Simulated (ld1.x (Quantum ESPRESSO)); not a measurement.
Before and after: TM semilocal potential for Cs (Z = 55)

| Property | Result |
| --- | --- |
| Element | Cs (Z = 55) |
| Generator | ld1.x (Quantum ESPRESSO) 7.5 |
| Type | norm-conserving Troullier–Martins (semilocal form) |
| Functional | LDA (PZ) |
| Relativity | scalar-relativistic |
| Frozen core | [Xe] |
| Valence charge | 1 |
| Reference configuration | 5d0 6s1 6p0 |
| Partial waves | 6p (bound, empty): rc 3.95 bohr; 5d (bound, empty): rc 3.75 bohr; 6s (bound): rc 4.20 bohr |
| Local potential | the s channel |
| Core correction | none |

Change: core correction a·sin(br)/r model core inside 2.10 bohr.

Cutoffs: the cutoffs (Ry, on a coarse ladder) from which the occupation-weighted sum of valence levels, in a spherical-Bessel basis at the reference potential, stays within 10 and 1 mRy of its value at 400 Ry; they do not see the model core or the augmentation charge, which bear on the density cutoff. Errors are all-electron minus pseudo energies relative to the spin-unpolarised reference configuration.

**Question.** Predict the effect on cutoff, ghosts and configuration errors.

**Answer.** Both files are so soft that the ladder of cutoffs tells neither apart; of the 6 tests that both files solve, the error grows in 0 and shrinks in 6 by more than 15 % and 0.3 meV (median size 43.3 → 3.4 meV); neither file shows a bound ghost. Exchange and correlation are not linear in the density, so unscreening with the valence charge alone errs where core and valence overlap; a model core restores that term. A semilocal file is local in each channel, so a ghost entry of none says nothing of the separable form that plane-wave codes build from it. A model core, the more so a compact one, raises the density cutoff, which this test does not measure.

| quantity | base | changed |
| --- | --- | --- |
| cutoff, loose | 6 Ry | 6 Ry |
| cutoff, tight | 6 Ry | 6 Ry |
| bound ghosts | none | none |
| error for 5d0 6s0.5 6p0, meV [ΔE 1.55 eV] | +18 | -3.3 |
| error for 5d0 6s0 6p1, meV [ΔE 1.48 eV] | +102 | -3.4 |
| error for 5d1 6s0 6p0, meV [ΔE 1.72 eV] | +77 | -6.6 |
| error for 5d0.5 6s0.5 6p0, meV [ΔE 0.87 eV] | +23 | -2.1 |
| error for 5d0 6s1 6p0 (spin-polarised), meV [ΔE -0.11 eV] | +46 | -0.7 |
| error for 5d0 6s0.5 6p0 (spin-polarised), meV [ΔE 1.52 eV] | +41 | -4.0 |
| s: phases at 4.53 bohr within 0.05 rad from the reference energy up to (Ry; the scan ends near 5) | 0.9 | 0.9 |
| p: phases at 4.53 bohr within 0.05 rad from the reference energy up to (Ry; the scan ends near 5) | 0.0 | 0.0 |
| d: phases at 4.53 bohr within 0.05 rad from the reference energy up to (Ry; the scan ends near 5) | 3.6 | 3.6 |
